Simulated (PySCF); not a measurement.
FMg (SMILES [F][Mg]), doublet, geometry from GFN2-xTB (such geometries of metal compounds can be far from the true shape) (the spin is typed, not shown lowest).

Here is a job for PySCF.
```python
from pyscf import gto, scf, dft

mol = gto.M(
    atom='''
Mg   -0.000000   -0.000000   -0.741648
F     0.000000    0.000000    0.988863
''',
    basis='6-31g*',
    charge=0,
    spin=1,
    verbose=4,
)

mf = dft.UKS(mol)
mf.xc = 'm062x'
mf.kernel()
mf.analyze()
```

Question: What does this run give for the dipole moment, <S^2>?

Answer: 
```
Item            Value
-------------  ------
dipole moment  2.96 D
<S^2>           0.751
```

These values belong to the state on which the SCF converged, which isn't shown to be the lowest.
